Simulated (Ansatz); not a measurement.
Ansatz (a program for electronic structure) input (FCI/STO-3G):

Ansatz 0.2 input:
```yaml
crystal:
  periodic: [false, false, false]
  atoms:
    - {symbol: Si, position_ang: [-1.17133653, -0.17343155, 0.34627255]}
    - {symbol: Cl, position_ang: [1.28157539, 0.16849737, -0.30085775]}
    - {symbol: H, position_ang: [-1.40914827, -1.12243005, -0.78894705]}
    - {symbol: H, position_ang: [-1.56461609, 1.18064801, -0.16134527]}
    - {symbol: H, position_ang: [-2.41430589, -0.49463146, 1.21705835]}
basis:
  gaussian:
    orbitals: STO-3G
total_charge: -1
magnetization: {spin_polarized: true, initial_magnetization: 1}
correlation: {method: fci, electrons: outside_noble_gas}
```

End of the output:

```
integrals: 0.00 GiB planned
344 factors; integrals over basis functions are off by at most 2.7e-8 eV
mean field: 0.06 GiB planned
mean field evaluation 1: about -20184.1685 eV, gradient 6.8e0 eV
mean field evaluation 2: about -20184.2047 eV, gradient 6.8e0 eV
mean field evaluation 4: about -20184.8085 eV, gradient 7.1e-1 eV
mean field evaluation 8: about -20184.8216 eV, gradient 9.6e-3 eV
mean field -20184.82159851 eV, -741.7785119819 hartree, gradient 2.6e-6 eV, S^2 0.755009; 0 other end points of the search recorded, 0 dependent functions left out
mean field evaluation 16: about -20184.7943 eV, gradient 2.2e-1 eV
10 core orbitals not correlated
reference -20184.79434240 eV, -741.7775103381 hartree; 8, 7 occupied and 3, 4 virtual orbitals, 344 factors
configuration interaction: 0.03 GiB planned
state -20186.34347866 eV, -741.8344400458 hartree
Total energy: -20186.34347866 eV, -741.8344400458 hartree
```
